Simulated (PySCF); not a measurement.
Compound: InCl2(NMe2), C2H6Cl2InN.
Structure used (PBE0-D3(BJ)/def2-SVP), in Å, numbered top down from 1:
```xyz
12
C2H6Cl2InN angstrom
In     1.0105    1.6161   -0.2079
Cl     2.2326    1.9828   -2.1549
Cl     1.0139    3.2539    1.4453
N     -0.0558   -0.0600    0.0034
C     -0.8108   -0.3437    1.1946
C     -0.0496   -1.0972   -0.9934
H     -1.8796   -0.5262    0.9653
H     -0.7658    0.4998    1.9006
H     -0.4315   -1.2413    1.7230
H      0.5588   -0.8055   -1.8632
H      0.3650   -2.0469   -0.6000
H     -1.0720   -1.3147   -1.3619
```

Computed with PBE0-D3(BJ)/def2-SVP geometry optimisation, gas phase, def2 core potentials past Kr (PySCF 2.14.0).

Question: Which atoms are bound to In1, and at what distances?

Answer: 3 atoms: N4 1.998 Å, Cl3 2.327 Å, Cl2 2.328 Å. The nearest atom not counted as bound is H10, at 2.97 Å (others tie with it).

Question: List the angles at In1.

Answer: 
| angle | degrees | distance of the outer atoms (Å) |
| --- | --- | --- |
| Cl3–In1–N4 | 121.1 | 3.77 |
| Cl2–In1–N4 | 120.1 | 3.75 |
| Cl2–In1–Cl3 | 118.9 | 4.01 |

Question: What is the shape at In1?

Answer: Planar: angles 121.1°, 120.1° and 118.9°, sum 360.0°, 0.02 Å off the plane of its three neighbours.

Question: What are the other bond lengths?

Answer: N4–C5, N4–C6 1.439 Å; C5–H7 and 5 like bonds 1.106 Å.

Question: Give some angles away from the centre.

Answer: In1–N4–C5 122.2°, C5–N4–C6 115.7°.

Question: What are the rotational constants (commonest isotopes, rigid rotor)?

Answer: A = 1508, B = 1288, C = 700.7 MHz: an asymmetric top.

Charge 0, singlet. Whether it is a minimum is left open (no frequencies).

Hardware: Arm Neoverse V1, one thread, shared host. Cost: 4.9 min wall, 0.51 GiB resident at most. This is the geometry optimisation.
